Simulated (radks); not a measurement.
Tm I, configuration [Xe] 4f13 6s1 5d1 (not the ground configuration).

Method: scalar-relativistic Kohn-Sham, r2SCAN, spin-polarised, spherical densities, finite nucleus; open shells are filled with parallel spins first (spin-orbit coupling, left out, can overturn this in heavy ions); meta-GGA in the generalised Kohn-Sham scheme; Fermi nuclear charge, rms radius 5.2256 fm; computed with a radial shooting solver on a logarithmic mesh with Libxc functionals.

Energy parts (hartree):
total: -13567.3114
kinetic: 14744.4566
electron-nucleus: -33346.9066
Hartree: 5320.7997
exchange-correlation: -285.6611

Orbitals (lengths in bohr, moments of r in powers of bohr; r(max) is where P^2 peaks):
orbital  occ.  eigenvalue (hartree)       <r^4>   <1/r>   r(max)
1s up       1             -2181.390   8.090e-07   79.07  0.01261
1s down     1             -2181.390   8.090e-07   79.07  0.01261
2s up       1             -368.8846   0.0001250   18.44  0.07186
2s down     1             -368.8838   0.0001250   18.44  0.07186
2p up       3             -325.5902  0.00009557   16.97  0.05855
2p down     3             -325.5894  0.00009557   16.97  0.05855
3s up       1             -83.22155    0.004677   6.817   0.2030
3s down     1             -83.20099    0.004674   6.818   0.2030
3p up       3             -70.04582    0.004963   6.350   0.2000
3p down     3             -70.02518    0.004959   6.352   0.2000
3d up       5             -53.76165    0.003896   6.008   0.1635
3d down     5             -53.74552    0.003892   6.009   0.1634
4s up       1             -16.56909      0.1140   2.867   0.4645
4s down     1             -16.52589      0.1140   2.867   0.4645
4p up       3             -12.22000      0.1511   2.622   0.4857
4p down     3             -12.17722      0.1512   2.621   0.4857
4d up       5              -6.41770      0.2360   2.316   0.5014
4d down     5              -6.37488      0.2365   2.315   0.5014
4f up       7              -0.10498       4.145   1.689   0.4968
4f down     6              -0.06427       3.918   1.685   0.4971
5s up       1              -2.00329       4.461   1.073    1.093
5s down     1              -1.97860       4.467   1.070    1.095
5p up       3              -1.01137       10.12  0.8839    1.254
5p down     3              -0.98792       9.696  0.8853    1.255
5d up       1              -0.03169        1164  0.3622    2.215
6s up       1              -0.16127       531.0  0.3096    3.401

The highest occupied level is 5d up at -0.862 eV. The electron density at the nucleus is 1.002e+06 e/bohr^3 (large components only). Spin moment in Bohr magnetons: 3.

Run on one thread of a shared host, so times are rough (Arm Neoverse N1): 0.78 s of CPU time, 0.78 s wall, 28 iterations on 2440 mesh points.

Empty levels of this run are not shown, since the potential may be unsettled where no density lies.
